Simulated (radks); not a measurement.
Species: Ta. Configuration: [Xe] 4f14 5d3 6s2 (the NIST ground configuration). Calculated with a radial shooting solver on a logarithmic mesh with Libxc functionals: scalar-relativistic Kohn-Sham, PBE, spin-unpolarised, spherical densities, point nucleus. Some entries of the table are withheld. Estimate them.

| orbital | occ. | eigenvalue (eV) | r(max) (bohr) |
|---|---|---|---|
| 1s | 2 | -67372.14 | 0.01167 |
| 2s | 2 | -11575.11 | 0.06684 |
| 2p | 6 | -10142.73 | 0.05476 |
| 3s | 2 | -2651.668 | (1) |
| 3p | 6 | (2) | 0.1865 |
| 3d | 10 | -1729.023 | 0.1520 |
| 4s | 2 | -540.6356 | 0.4288 |
| 4p | 6 | -400.9333 | 0.4496 |
| 4d | 10 | -222.1936 | (3) |
| 5s | 2 | -73.0027 | 0.9883 |
| 5p | 6 | -39.3991 | 1.124 |
| 4f | 14 | -24.7043 | 0.4413 |
| 6s | 2 | -5.4425 | 2.769 |
| 5d | 3 | -3.5909 | 1.581 |

Answer. 
(1) 3s r(max) (bohr): 0.1886
(2) 3p eigenvalue (eV): -2225.706
(3) 4d r(max) (bohr): 0.4614
